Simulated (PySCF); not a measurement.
C₄H₈BN, SMILES NB1CC=CC1. Atoms are numbered in the order given.

```xyz
14

N      0.0000     0.0000     2.1902
B      0.0000     0.0000     0.7954
C      0.0000    -1.2941    -0.1433
C      0.0000    -0.6714    -1.5235
C      0.0000     0.6714    -1.5235
C      0.0000     1.2941    -0.1433
H      0.0000     0.8469     2.7464
H      0.0000    -0.8469     2.7464
H     -0.8791    -1.9479     0.0202
H      0.8791    -1.9479     0.0202
H      0.0000    -1.2708    -2.4402
H      0.0000     1.2708    -2.4402
H     -0.8791     1.9479     0.0202
H      0.8791     1.9479     0.0202
```
Charge 0, spin multiplicity 1.

Coordinates come from a B3LYP-D3(BJ)/def2-SVP optimisation. This is a generated structure with no PubChem entry under its InChIKey; it may be hypothetical. The values are those of a single conformer.

Two levels are set side by side: PBE/pcSseg-1 (PySCF) and HF/pcSseg-1 (PySCF). GIAO shifts against BF3 (¹¹B), NH3 (¹⁵N), TMS (¹H), TMS (¹³C) at the same level; non-relativistic, no solvent, atoms listed together averaged. Differences are taken from unrounded values.

| quantity | HF |
|---|---|
| δ(¹⁵N) of N1 (ppm) | 83.9 |
| δ(¹¹B) of B2 (ppm) | 41.7 |
| δ(¹³C) of C3, C6 (ppm) | 21.8 |
| δ(¹³C) of C4, C5 (ppm) | 145.1 |
| δ(¹H) of H7, H8 (ppm) | 3.92 |
| δ(¹H) of H9, H10, H13, H14 (ppm) | 1.67 |
| δ(¹H) of H11, H12 (ppm) | 6.38 |

Problem. What does PBE give, and how far is it from HF? (Estimate from the structure and the level; the computed values follow.)

Solution. 
| quantity | PBE | PBE minus HF |
|---|---|---|
| δ(¹⁵N) of N1 (ppm) | 107.3 | 23.3 |
| δ(¹¹B) of B2 (ppm) | 40.3 | -1.4 |
| δ(¹³C) of C3, C6 (ppm) | 29.2 | 7.4 |
| δ(¹³C) of C4, C5 (ppm) | 143.4 | -1.7 |
| δ(¹H) of H7, H8 (ppm) | 4.26 | 0.33 |
| δ(¹H) of H9, H10, H13, H14 (ppm) | 2.02 | 0.35 |
| δ(¹H) of H11, H12 (ppm) | 6.32 | -0.06 |

Rough cost on one machine, each run with all the roots and properties that it gave: HF against PBE within a factor of 2.
